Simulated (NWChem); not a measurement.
Molecule: InHBrCl; SMILES [Cl][InH][Br]

```xyz
4

In    -0.5722    -0.5146     0.0000
H     -2.2321    -0.9004     0.0000
Cl     1.1040    -2.1492     0.0000
Br     0.3286     1.7901     0.0000
```
Atoms are numbered in this order, from 1.

Computed with NWChem. Coordinates come from a PBE0/def2-SVP optimisation. def2 effective core potentials on In; no spin-orbit coupling.

For level B3LYP/def2-SVP:

```
Property                     Value
---------------------------  -----
highest occupied level (eV)  -8.00
orbital gap (eV)              5.86
dipole (D)                    2.27
```

Task: What are these values for level BLYP/def2-SVP?

Result: 
- highest occupied level (eV) = -6.78
- orbital gap (eV) = 4.17
- dipole (D) = 2.05
